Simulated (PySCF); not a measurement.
An unknown is described by computed data only.

Formula: C8H10.

| Item | Value |
| --- | --- |
| Dipole | 0.38 D [wB97X-D/def2-SVPD] |
| UV, first state | lowest singlet excitation: 5.31 eV (233 nm, f = 0.003) [TDDFT wB97X-D/def2-SVPD] |
| 1H NMR | chemical shifts (computed TMS as zero) by class: 7.28 (1 H), 7.12 (1 H), 7.08 (2 H), 2.35 (6 H) ppm [GIAO PBE0/pcSseg-1] |
| Couplings | largest of the computed one-bond spin–spin couplings (means over like bonds): 13C–1H +164.8, 13C–1H +164.1 (×2), 13C–1H +160.4, 13C–1H +132.7 (×6), 13C–13C +63.0 (×2), 13C–13C +62.8 (×2), 13C–13C +62.2 (×2), 13C–13C +47.6 (×2) Hz [B3LYP/pcJ-1, spin–dipole term left out] |
| Valence photoelectron | vertical ionisation energy: 8.60 eV [ΔSCF wB97X-D/def2-SVPD] |
| Rotational structure | rotational constants A, B, C: 3.577, 1.764, 1.199 GHz [PBE0-D3(BJ)/def2-SVP] |
| 13C NMR | chemical shifts (computed TMS as zero) by class: 142.8 (2 C), 135.1 (1 C), 133.8 (1 C), 131.6 (2 C), 23.3 (2 C) ppm [GIAO PBE0/pcSseg-1] |
| Polarisability | 94.0 au [wB97X-D/def2-SVPD] |

Gas-phase values; electronic properties from PySCF, density fitting. Levels stand in brackets. Isolated species at its PBE0-D3(BJ)/def2-SVP geometry, gas phase. NMR values are class means; diastereotopic atoms form classes of their own.

Question: What is the compound? Reason from the data.

Answer: Numbering: `[CH3:1][c:2]1[cH:3][cH:4][cH:5][c:6]([CH3:7])[cH:8]1`. Its formula, C8H10, gives 4 degrees of unsaturation: 1 ring and 3 π bonds in the structure found (Kekulé form). 8 carbons fall into 5 classes; from least to most shielded: substituted aromatic carbon [C2/C6] (142.8 ppm, 2 C), aromatic CH carbon [C8] (135.1 ppm), aromatic CH carbon [C4] (133.8 ppm), aromatic CH carbon [C3/C5] (131.6 ppm, 2 C), benzylic-type carbon [C1/C7] (23.3 ppm, 2 C). Hydrogen classes from least to most shielded: 1 H on an aromatic CH carbon, C4 (7.28 ppm), 1 H on an aromatic CH carbon, C8 (7.12 ppm), 2 H on 2 aromatic CH carbons, C3/C5 (7.08 ppm), 6 H on 2 benzylic-type carbons, C1/C7 (2.35 ppm). The couplings run between: +164.8 Hz, aromatic CH carbon [C4] and its hydrogen; +164.1 Hz, aromatic CH carbon [C3] and its hydrogen (with 1 like pair); +160.4 Hz, aromatic CH carbon [C8] and its hydrogen; +132.7 Hz, benzylic-type carbon [C1] and its hydrogen (with 5 like pairs); +63.0 Hz, substituted aromatic carbon [C2] and aromatic CH carbon [C8] (with 1 like pair); +62.8 Hz, aromatic CH carbon [C3] and aromatic CH carbon [C4] (with 1 like pair); +62.2 Hz, substituted aromatic carbon [C2] and aromatic CH carbon [C3] (with 1 like pair); +47.6 Hz, benzylic-type carbon [C1] and substituted aromatic carbon [C2] (with 1 like pair). The first electron is taken from the HOMO, whose largest Löwdin shares are 0.20 on each of 2 atoms of one kind (aromatic CH carbon) and 0.17 on each of 2 atoms of one kind (substituted aromatic carbon). The optimised geometry has point group C2 and is an asymmetric top. Structure: `Cc1cccc(C)c1` (m-xylene). Computed isomers that give other values at the same levels: `C=C1CC(C#CC)C1` (rotational constant A: 8.237 GHz; this holds for the one conformer computed); `Cc1ccccc1C` (13C chemical shifts (computed TMS as zero) by class: 141.6 (2 C), 134.7 (2 C), 131.6 (2 C), 22.3 (2 C) ppm); `CCc1ccccc1` (vertical ionisation energy: 8.82 eV). The assignments are read from this structure; whether some other isomer fits the data as well wasn't checked.
